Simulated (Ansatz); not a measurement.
Pt(H2S)2 in a box, plane waves

Ansatz 0.2.0, DFT PBE, spin-orbit coupling, plane waves, PAW, molecule in a box. The geometry was relaxed with Gaussian bases (r2SCAN; Pt def2-SVP with ECP60, S def2-SVP, H def2-SVP).

```yaml
crystal:
  lattice:
    - [10.39, 0.0, 0.0]
    - [0.0, 11.68, 0.0]
    - [0.0, 0.0, 14.41]
  atoms:
    - { symbol: Pt, position: [0.54373628, 0.49991438, 0.50001249] }
    - { symbol: S, position: [0.55644273, 0.5022149, 0.65509993] }
    - { symbol: H, position: [0.56704427, 0.61455394, 0.68024289] }
    - { symbol: H, position: [0.43310876, 0.49762158, 0.68774185] }
    - { symbol: S, position: [0.55644273, 0.49761301, 0.34492505] }
    - { symbol: H, position: [0.56704427, 0.38527397, 0.3197821] }
    - { symbol: H, position: [0.43310876, 0.50220634, 0.31228314] }
basis:
  ecutwfc: 420
  ecutrho_ratio: 4
kpoints:
  mp_grid: { grid: [1, 1, 1] }
hamiltonian:
  xc: pbe
scf:
  occupations: { method: gaussian, width: 0.01 }
output:
  forces: true
  eigenvalues: true
  populations: true
  write_density: true
  write_potential: true
  elf: true
  volumetric_format: npy
magnetization:
  noncollinear: true
  spin_orbit: true
```

Command:
```sh
ansatz run input.yaml --threads 2 --pin off --max-ram 5120MiB --backend cpu --events-out ev --progress --plain --runs-dir out
```
It took 19 s on 2 threads of Arm Neoverse V1, on a shared host, peak memory 2 GiB.

Question: How does the SCF go?

Answer: 
```
SCF iter   1: F=—  HF=-14425.297175 eV  |F-HF|=—  |Δ(HF+E_count)|=         —  Δρ=1.40e-2
preconditioner: auto → Resta (q_TF=auto, 1.415 Å⁻¹)  ε∞=1.3  [insulator: Δε(μ)=3.616 eV  Ē_g=7.803 eV  σ=0.010 eV  W_gap=1.00  n_s
spin=Noncollinear: Resta preconditioning applied to the charge; magnetization (m_x, m_y, m_z) channels mix plain (no charge-respon
SCF iter   2: F=—  HF=-14424.782465 eV  |F-HF|=—  |Δ(HF+E_count)|=   5.15e-1  Δρ=9.81e-3
SCF iter   3: F=—  HF=-14424.598234 eV  |F-HF|=—  |Δ(HF+E_count)|=   1.84e-1  Δρ=4.43e-3
...
SCF iter   5: F=—  HF=-14424.464928 eV  |F-HF|=—  |Δ(HF+E_count)|=   1.93e-3  Δρ=2.39e-4
SCF iter   6: F=—  HF=-14424.464800 eV  |F-HF|=—  |Δ(HF+E_count)|=   1.27e-4  Δρ=6.26e-5
SCF iter   7: F=—  HF=-14424.464758 eV  |F-HF|=—  |Δ(HF+E_count)|=   4.21e-5  Δρ=1.25e-5
SCF iter   8: F=—  HF=-14424.464759 eV  |F-HF|=—  |Δ(HF+E_count)|=   3.99e-7  Δρ=4.10e-6
SCF iter   9: F=-14424.464759 eV  HF=-14424.464759 eV  |F-HF|=7.88e-9  |Δ(HF+E_count)|=   3.54e-8  Δρ=1.40e-6
```

Question: Which levels lie next to the highest filled one (eV, counted from it)?

Answer: Filled: -1.72, -1.72, -1.52, -1.52, -0.62, -0.62, -0.57, -0.57, 0.00, 0.00. Empty: 2.76, 2.76, 2.85, 2.85, 3.01, 3.01, 3.24, 3.24.

Question: What forces are left at this geometry, relaxed with Gaussian bases (eV/Å)?

Answer: 
```
Pt   0.03  0.00  0.00
S    0.05 -0.07 -0.58
H   -0.03  0.02  0.00
H   -0.04  0.03  0.00
S    0.05  0.07  0.58
H   -0.03 -0.02  0.00
H   -0.04 -0.03  0.00
```

The highest of the empty levels listed lie near the vacuum level and may be states of the box.

The forces come from the other functional as well as from the basis.

No frequency check is given that shows the relaxed geometry to be a minimum.
